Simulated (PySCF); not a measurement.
**Correlation energy of Dy⁶⁴⁺ (dysprosium, charge +64)**

1s2, closed-shell 1S. Calculation: PySCF 2.14, in an uncontracted even-tempered set (15 s from 170 bohr⁻², ratio 2.2; 7 p from 260 bohr⁻², ratio 2.4; 4 d from 780 bohr⁻², ratio 2.4; 3 f from 1200 bohr⁻², ratio 2.4; 3 g from 1700 bohr⁻², ratio 2.4); the non-relativistic Hamiltonian (point nucleus). Frozen: nothing; 2 electrons correlated; the 11 highest virtual orbitals of each spin left out.

With two correlated electrons CCSD is exact within the correlated space (frozen core and kept virtual orbitals).

```json
{"level": "CCSD", "correlation energy (mhartree)": "-45.82"}
```

Diagnostics: T1 = 5.0e-07, D1 = 0.0000, largest double amplitude 0.001.

A non-relativistic calculation at this Z misses sizeable relativistic shifts.

Cost of the coupled-cluster step: of the order of 2.7 core-seconds, for 2 correlated electrons.

Iterations:

```
CC2 = 0
CCSD nocc = 1, nmo = 93
frozen orbitals [93, 94, 95, 96, 97, 98, 99, 100, 101, 102, 103]
max_cycle = 100
direct = 0
conv_tol = 1e-08
conv_tol_normt = 1e-06
diis_space = 8
diis_start_cycle = 0
Init t2, MP2 energy = -4314.90475423214  E_corr(MP2) -0.0456421570398204
Init E_corr(CCSD) = -0.0456421570398204
cycle = 1  E_corr(CCSD) = -0.0458216721873989  dE = -0.000179515148  norm(t1,t2) = 1.22625e-05
cycle = 2  E_corr(CCSD) = -0.0458231207308356  dE = -1.44854344e-06  norm(t1,t2) = 1.08178e-07
cycle = 3  E_corr(CCSD) = -0.0458231264758791  dE = -5.74504348e-09  norm(t1,t2) = 1.03983e-09
CCSD converged
E(CCSD) = -4314.904935201575  E_corr = -0.04582312647587907
```

At this charge a non-relativistic calculation is a model, useful for the Z dependence of the correlation energy.
